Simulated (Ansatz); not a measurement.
```yaml
crystal:
  periodic: [false, false, false]
  atoms:
    - {symbol: C, position_ang: [0.938857, -1.468642, 0.457568]}
    - {symbol: C, position_ang: [-0.180999, -0.948658, 0.045928]}
    - {symbol: Si, position_ang: [-0.270261, 0.809052, -0.202808]}
    - {symbol: F, position_ang: [1.178820, 1.496927, 0.065071]}
    - {symbol: Cl, position_ang: [-0.784420, 1.249362, -2.139748]}
    - {symbol: Cl, position_ang: [-1.615766, 1.732197, 1.049470]}
    - {symbol: H, position_ang: [2.028403, -1.149775, 0.759491]}
    - {symbol: H, position_ang: [-1.119311, -1.598544, -0.002835]}
basis:
  gaussian: {orbitals: cc-pVTZ-PP}
magnetization: {spin_polarized: true, initial_magnetization: 1}
hamiltonian: {xc: {name: SPW92}}
accuracy: high
output: {forces: true}
```

```sh
$ ansatz run in.yaml --threads 2 --pin off --events-out ev --progress --plain --max-ram 32768MiB --backend cpu
```

Output, abridged:

```
Functional definition: SPW92
Error: <dir> the basis set cc-pVTZ-PP has no functions for C
```

(1) What is wrong with this run?

Results:

(1) The basis set is misnamed or doesn't suit the job. The input was rejected before any iteration.
